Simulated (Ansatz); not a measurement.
H4GeN2, SMILES `[NH2][Ge][NH2]` (lower singlet) (charge 0, multiplicity 1). This singlet lies 2.50 eV below the relaxed triplet at the level frozen-core CCSD(T)/cc-pVTZ // PBE0-D3(BJ)/def2-TZVP (Ansatz, a first-principles code).

Cartesian coordinates (Å):
SMILES: [Ge]([NH2])[NH2]
```xyz
7

N     -1.3704    -0.0123     0.0332
Ge    -0.0120     0.8959     0.8510
N      1.3698     0.0524     0.0038
H     -2.3316     0.1854     0.2547
H     -1.2787    -0.7386    -0.6600
H      2.3252     0.2950     0.2050
H      1.2977    -0.6778    -0.6877
```
Charge 0, multiplicity 1.

### Question
Give the natural occupations of the active orbitals, the CASSCF energy and the corrected energy for frozen-core fic-MRCISD+Q@CASSCF(6e,6o)/cc-pVTZ // PBE0-D3(BJ)/def2-TZVP run with Ansatz.

### Answer

```yaml
natural_occupations: 1.98, 1.98, 1.97, 0.03, 0.02, 0.02
CASSCF energy: -2186.7867 Ha
corrected_energy: -2187.3455 Ha
weight_of_the_reference: 0.883
```
